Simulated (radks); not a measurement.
Q: Re, 75 electrons, occupied as [Xe] 4f14 5d5 6s2. Calculated with a radial shooting solver on a logarithmic mesh with Libxc functionals: Dirac Kohn-Sham, PBEsol, spin-unpolarised, spherical densities, finite nucleus; open shells fill j = l - 1/2 first; Fermi nuclear charge, rms radius 5.3698 fm. Some entries of the table are withheld. Estimate them.

| orbital | occ. | eigenvalue (hartree) | <r^2> (bohr^2) |
|---|---|---|---|
| 1s1/2 | 2 | -2627.779 | 0.0004483 |
| 2s1/2 | 2 | -455.3103 | 0.006823 |
| 2p1/2 | 2 | -435.8073 | 0.004861 |
| 2p3/2 | 4 | -382.9327 | 0.006059 |
| 3s1/2 | 2 | -105.3837 | (1) |
| 3p1/2 | 2 | (2) | 0.04078 |
| 3p3/2 | 4 | (3) | 0.04733 |
| 3d3/2 | 4 | -70.44686 | (4) |
| 3d5/2 | 6 | -67.95371 | (5) |
| 4s1/2 | 2 | -21.96319 | 0.2194 |
| 4p1/2 | 2 | -18.31593 | 0.2257 |
| 4p3/2 | 4 | -15.63409 | 0.2607 |
| 4d3/2 | 4 | (6) | 0.2824 |
| 4d5/2 | 6 | (7) | 0.2954 |
| 5s1/2 | 2 | -3.10967 | 1.209 |
| 5p1/2 | 2 | -2.00623 | 1.468 |
| 5p3/2 | 4 | -1.60228 | 1.750 |
| 4f5/2 | 6 | -1.58557 | 0.4132 |
| 4f7/2 | 8 | -1.49325 | 0.4266 |
| 6s1/2 | 2 | -0.21675 | 10.80 |
| 5d3/2 | 4 | -0.20982 | (8) |
| 5d5/2 | 1 | -0.17783 | (9) |

A: 
(1) 3s1/2 <r^2> (bohr^2): 0.04451
(2) 3p1/2 eigenvalue (hartree): -96.64933
(3) 3p3/2 eigenvalue (hartree): -85.16845
(4) 3d3/2 <r^2> (bohr^2): 0.03660
(5) 3d5/2 <r^2> (bohr^2): 0.03840
(6) 4d3/2 eigenvalue (hartree): -9.63449
(7) 4d5/2 eigenvalue (hartree): -9.13893
(8) 5d3/2 <r^2> (bohr^2): 4.366
(9) 5d5/2 <r^2> (bohr^2): 4.833
